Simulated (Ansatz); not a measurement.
Compare A (`B[Si](C)(O)F`) with its isomer B (`O[SiH2]CBF`).

Calculated with Ansatz (gas phase, PBE0-D4/def2-TZVP geometries, no zero-point term in ΔE). CCSD(T)/CBS adds triple-zeta CCSD(T) − MP2 to the extrapolated MP2 energy (def2 sets, frozen cores). Functionals use def2-TZVPP. Each species was taken in one conformer, which may not be the lowest.

Q: Which isomer does CCSD(T)/CBS put lower? Give the gap. (Best estimate.)

A: The calculation gave: B, by 9.5 kcal/mol.

Q: Give E(B) − E(A) in kcal/mol with HF/def2-TZVPP, CCSD(T)/def2-TZVPP, BLYP-D4, CCSD(T)/def2-SVP, PBE0-D4, CCSD/def2-TZVPP, MP2/def2-TZVPP. (Best estimate.)

A: The calculation gave: HF/def2-TZVPP -8.3, CCSD(T)/def2-TZVPP -10.4, BLYP-D4 -10.9, CCSD(T)/def2-SVP -17.8, PBE0-D4 -11.2, CCSD/def2-TZVPP -9.7, MP2/def2-TZVPP -11.3. None reverses the order clearly.

Q: Does the order hold for the free energy at 298.15 K (harmonic terms from PBE0-D4)? (An estimate is asked.)

A: Ansatz gave: Yes: G(B) − G(A) = -9.1 kcal/mol, for one conformer each. Modes under 60 cm⁻¹, often nearly free rotors, make the harmonic entropy too high.

Largest T1 diagnostic: 0.012.

In def2-TZVPP, CCSD(T) changes the Hartree–Fock value by −2.1 kcal/mol (the triples alone add −0.7 kcal/mol) and MP2 by −3.0 kcal/mol. Leaving LDA and LC-ωPBE aside and taking each functional with its dispersion term where it has one, the values, not all of them listed here, spread over 2.2 kcal/mol, from PBE-D4 to BHLYP-D4. LDA lies −3.1 kcal/mol from PBE without D4.
